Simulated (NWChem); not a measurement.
iodoethane (C$_{2}$H$_{5}$I); SMILES CCI

All runs: NWChem. Medium grid unless said otherwise, to which SCAN and Minnesota functionals are sensitive. All runs use the structure optimised with PBE0/def2-SVP. def2 effective core potentials on I; no spin-orbit coupling. B3LYP is NWChem's, with the RPA form of VWN correlation.

**Question.** Order these by “orbital gap (eV)”, lowest first: LDA (Slater exchange, VWN5)/def2-TZVPD; CAM-B3LYP/def2-TZVPD; PBE0/def2-TZVPD; Hartree-Fock/def2-TZVPD.

**Answer.** LDA (Slater exchange, VWN5)/def2-TZVPD (4.26), PBE0/def2-TZVPD (6.32), CAM-B3LYP/def2-TZVPD (8.51), Hartree-Fock/def2-TZVPD (11.01)
